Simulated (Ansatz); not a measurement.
The same path of Cl$_{3}$FH$_{4}$NOTa (11 atoms, charge 0, multiplicity 1) was run twice with different band settings. Lost on the way: Ta1–Cl2, O9–H11. Made: Cl2–H11.

Theory: RHF/def2-SVP in Ansatz 0.2.0.

Relaxed end points:

```xyz
11
Properties=species:S:1:pos:R:3
Ta -0.010 0.093 -0.042
Cl 2.176 1.001 0.155
N 0.213 -0.474 1.839
H -0.471 -0.997 2.355
H 1.000 -0.232 2.413
Cl 0.111 0.039 -2.449
F -0.841 1.741 0.100
Cl -2.042 -1.125 0.001
O 1.020 -1.892 -0.482
H 1.411 -2.457 0.172
H 1.262 -2.154 -1.362
```

```xyz
11
Properties=species:S:1:pos:R:3
Ta -0.843 -0.309 -0.085
Cl 3.568 -1.786 0.473
N 0.294 0.078 1.442
H 1.078 -0.480 1.727
H 0.150 0.882 2.028
Cl -0.269 0.675 -2.143
F -1.742 1.290 0.400
Cl -2.834 -1.504 0.256
O 0.154 -1.844 -0.435
H 0.717 -2.588 -0.554
H 3.558 -0.869 -0.410
```

Common settings: climbing image yes; spring 5.0 eV/Å²; optimiser quadratic models (default); start path through a guess of the saddle point; force threshold 0.05 eV/Å; iteration limit 60; end points relaxed.

| run | movable images |
| --- | --- |
| 1 | 5 |
| 2 | 3 |

(1) What does each run give, and how far can it be trusted?

Answers

(1) Run 1: converged after 35 iterations, highest image 1.350 eV above the first end. A vibrational analysis at the climbing image gives one clearly imaginary mode, 135i cm⁻¹: a first-order saddle point.
Run 2: not converged after 60 iterations, highest image 1.643 eV above the first end. The band didn't meet its force threshold, so its energies are provisional: the largest band force was still 4.77 eV/Å, and over the last iterations the top moved between 1.64 and 1.83 eV. Neighbouring images lie up to 3.2 Å apart, so the band is torn or far too coarse. So few images can step over the top or miss a turn of the path.
The orbitals stay closed-shell, which can raise the energy where a bond breaks towards radicals; this wasn't checked here.
